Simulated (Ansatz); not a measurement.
Ansatz (a first-principles code) input (CCSD(T)/aug-cc-pV(D+d)Z):
A basis named .json is the Basis Set Exchange file of that set.

Ansatz 0.2 input:
```yaml
crystal:
  periodic: [false, false, false]
  atoms:
    - {symbol: Si, position_ang: [-0.59362054, -0.38978868, 0.13906678]}
    - {symbol: O, position_ang: [-1.38242956, -0.10565037, 1.43834126]}
    - {symbol: Cl, position_ang: [-0.37002785, 1.32411421, -1.21525879]}
    - {symbol: Cl, position_ang: [1.50944691, -0.95339394, 0.42386673]}
basis:
  gaussian:
    orbitals: aug-cc-pV_D+d_Z.json
total_charge: -1
magnetization: {spin_polarized: true, initial_magnetization: 1}
correlation: {method: ccsd_t, electrons: outside_noble_gas}
output: {forces: true}
```

End of the output:

```
integrals: 0.35 GiB planned
1167 factors; integrals over basis functions are off by at most 4.1e-4 eV
mean field: 0.77 GiB planned
mean field evaluation 1: about -34908.5457 eV, gradient 2.4e1 eV
mean field evaluation 2: about -34908.5516 eV, gradient 2.4e1 eV
mean field evaluation 4: about -34911.5684 eV, gradient 2.7e0 eV
mean field evaluation 8: about -34911.6870 eV, gradient 1.7e-1 eV
mean field evaluation 16: about -34911.5585 eV, gradient 2.7e0 eV
mean field evaluation 32: about -34904.8021 eV, gradient 7.9e0 eV
mean field evaluation 64: about -34907.3391 eV, gradient 5.5e-2 eV
mean field evaluation 96: about -34906.6130 eV, gradient 1.9e-1 eV
mean field evaluation 128: about -34907.2317 eV, gradient 1.5e-1 eV
mean field -34911.68775359 eV, -1282.9808609526 hartree, gradient 3.8e-6 eV, S^2 0.760355; 0 other end points of the search recorded, 0 dependent functions left out
16 core orbitals not correlated
reference -34911.68775359 eV, -1282.9808609526 hartree; 13, 12 occupied and 90, 91 virtual orbitals, 1167 factors
densities: 1.88 GiB planned
second order -16.25261460 eV of doubles, -0.00000000 eV of singles
coupled cluster: 1.19 GiB planned
cycle   1  -16.39618061 eV  change   -1.4e-1 eV  update   1.2e-1
cycle   2  -16.79132230 eV  change   -4.0e-1 eV  update   4.4e-2
cycle   3  -16.92987696 eV  change   -1.4e-1 eV  update   2.6e-2
cycle   4  -16.93629898 eV  change   -6.4e-3 eV  update   8.6e-3
cycle   5  -16.93048414 eV  change    5.8e-3 eV  update   4.7e-3
cycle   6  -16.93091046 eV  change   -4.3e-4 eV  update   2.1e-3
cycle   7  -16.93179404 eV  change   -8.8e-4 eV  update   1.1e-3
cycle   8  -16.93185929 eV  change   -6.5e-5 eV  update   5.3e-4
cycle   9  -16.93199295 eV  change   -1.3e-4 eV  update   2.6e-4
cycle  10  -16.93201318 eV  change   -2.0e-5 eV  update   1.3e-4
cycle  11  -16.93191881 eV  change    9.4e-5 eV  update   6.4e-5
cycle  12  -16.93193779 eV  change   -1.9e-5 eV  update   3.0e-5
cycle  13  -16.93194634 eV  change   -8.5e-6 eV  update   1.4e-5
cycle  14  -16.93195257 eV  change   -6.2e-6 eV  update   5.6e-6
cycle  15  -16.93195896 eV  change   -6.4e-6 eV  update   2.4e-6
cycle  16  -16.93195891 eV  change    4.6e-8 eV  update   1.0e-6
perturbative correction -0.62447151 eV, -0.0229489049 hartree
the calculation of the forces begins
Total energy: -34929.24418402 eV, -1283.6260478705 hartree
Atom 0 at    -0.593621    -0.389789     0.139067 Å, force     0.579785    -0.188701    -0.926994 eV/Å
Atom 1 at    -1.382430    -0.105650     1.438341 Å, force    -0.667037     0.183834     1.020278 eV/Å
Atom 2 at    -0.370028     1.324114    -1.215259 Å, force     0.007515     0.046192    -0.078135 eV/Å
Atom 3 at     1.509447    -0.953394     0.423867 Å, force     0.079737    -0.041325    -0.015149 eV/Å
Dipole moment:     0.351249    -0.039676    -0.457881 e Å
```
